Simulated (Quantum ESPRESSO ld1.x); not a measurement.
Species: the erbium ion Er3+. Configuration: [Xe] 4f9.5 6p1.5 (fractional occupations, a model configuration).

All-electron calculation, scalar-relativistic Kohn-Sham, LDA (Slater exchange, Perdew-Zunger correlation), spin-polarised, spherical densities, point nucleus; open shells are filled with parallel spins first. Program: ld1.x of Quantum ESPRESSO 7.5.

Energy parts (Ry):
part                      energy
total                 -26150.521
kinetic                28349.997
electron-nucleus      -63955.263
Hartree                 9989.573
exchange-correlation    -534.828

Orbitals (lengths in bohr, moments of r in powers of bohr):
| orbital | occ. | eigenvalue (Ry) | <1/r> |
|---|---|---|---|
| 1s up | 1 | -4217.15 | 77.52 |
| 1s down | 1 | -4217.15 | 77.52 |
| 2s up | 1 | -711.832 | 18.04 |
| 2s down | 1 | -711.823 | 18.04 |
| 2p up | 3 | -630.262 | 16.67 |
| 2p down | 3 | -630.255 | 16.67 |
| 3s up | 1 | -162.723 | 6.648 |
| 3s down | 1 | -162.560 | 6.652 |
| 3p up | 3 | -137.915 | 6.212 |
| 3p down | 3 | -137.753 | 6.217 |
| 3d up | 5 | -106.782 | 5.890 |
| 3d down | 5 | -106.655 | 5.895 |
| 4s up | 1 | -35.3681 | 2.822 |
| 4s down | 1 | -35.0487 | 2.820 |
| 4p up | 3 | -27.1717 | 2.585 |
| 4p down | 3 | -26.8590 | 2.583 |
| 4d up | 5 | -16.1874 | 2.293 |
| 4d down | 5 | -15.8837 | 2.289 |
| 4f up | 7 | -4.09423 | 1.793 |
| 4f down | 2.5 | -3.81477 | 1.775 |
| 5s up | 1 | -7.06226 | 1.122 |
| 5s down | 1 | -6.92003 | 1.112 |
| 5p up | 3 | -4.96743 | 0.9630 |
| 5p down | 3 | -4.85569 | 0.9534 |
| 6p up | 1.5 | -1.65041 | 0.3950 |
| 6p down | 0 | -1.52764 | 0.3924 |

The highest occupied level is 6p up at -22.455 eV. Spin moment in Bohr magnetons: 6. Summed over all electrons, <r^2> = 46.75 bohr^2, which gives a Langevin (diamagnetic) susceptibility term of -37 x 10^-6 cm^3/mol.
